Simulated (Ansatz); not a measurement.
Molecule: C₃H₄B, net charge 0, doublet state. It need not be the lowest isomer of its formula. 
Structure (B3LYP-D3(BJ)/def2-TZVP (Ansatz, a program for electronic structure) minimum search):
SMILES: C[B]C#C
```xyz
8

C      2.0912    -0.0194     0.0635
C      0.8755    -0.1397     0.0598
B     -0.5482    -0.4144     0.0909
C     -1.9101     0.2595    -0.1308
H      3.1510     0.0658     0.0731
H     -2.0844     0.9257     0.7254
H     -1.9070     0.9008    -1.0195
H     -2.7586    -0.4227    -0.1883
```
Charge 0, spin multiplicity 2.

Property: atomisation energy (electronic, to ground-state atoms), in kcal/mol. Cores are frozen in the correlated levels unless marked. Open shells are spin-unrestricted. Spin-orbit coupling is left out. Non-relativistic. The coupled-cluster limit lacks core correlation, which all-electron functionals hold. CBS marks a two-point X^-3 extrapolation of the correlation energy; Hartree-Fock from the larger set.

```json
[
 {"level": "PBE0-D4/def2-TZVP", "program": "Ansatz + dftd4", "atomisation energy (kcal/mol)": "800.5"},
 {"level": "r2SCANh-D4/def2-TZVPD", "program": "Ansatz + dftd4", "atomisation energy (kcal/mol)": "794.0"},
 {"level": "r2SCAN0-D4/def2-TZVPD", "program": "Ansatz + dftd4", "atomisation energy (kcal/mol)": "786.1"},
 {"level": "HSE06/def2-TZVPD", "program": "Ansatz", "atomisation energy (kcal/mol)": "799.3"},
 {"level": "wB97X-V/def2-TZVPD", "program": "Ansatz", "atomisation energy (kcal/mol)": "785.0"},
 {"level": "B2PLYP-D3(BJ)/def2-TZVPD", "program": "Ansatz + dftd3", "atomisation energy (kcal/mol)": "786.5"},
 {"level": "B2PLYP-D4/def2-TZVPD", "program": "Ansatz + dftd4", "atomisation energy (kcal/mol)": "786.0"},
 {"level": "PBE-QIDH/def2-TZVPD", "program": "Ansatz", "atomisation energy (kcal/mol)": "788.0"},
 {"level": "SCS-MP2/cc-pVTZ", "program": "Ansatz", "atomisation energy (kcal/mol)": "767.4"},
 {"level": "CCSD(T)/CBS(cc-pVTZ,cc-pVQZ)", "program": "Ansatz", "atomisation energy (kcal/mol)": "783.1"}
]
```

The UHF reference is spin-contaminated (<S^2> 0.17 over the pure value in the largest basis).
